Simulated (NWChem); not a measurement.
Species: BHClF; SMILES FBCl

Computed with NWChem. The geometry was optimised at PBE0/def2-SVP. Level r2SCAN/def2-SVP: energy and gradient on several grids; changes count from the extra-fine grid, which is no exact limit either.

Task: Which is the coarsest grid (coarse; xcoarse; xfine; medium; fine) from which on the energy stays within 500 μHa and each gradient component within 500 μHa/bohr of xfine?

Result: coarse.
```tsv
grid	size of the energy change (μHa)	largest change of a gradient component (μHa/bohr)
xcoarse	200	4000
coarse	80	300
medium	< 10	40
fine	< 10	30
xfine	< 10	< 30
```
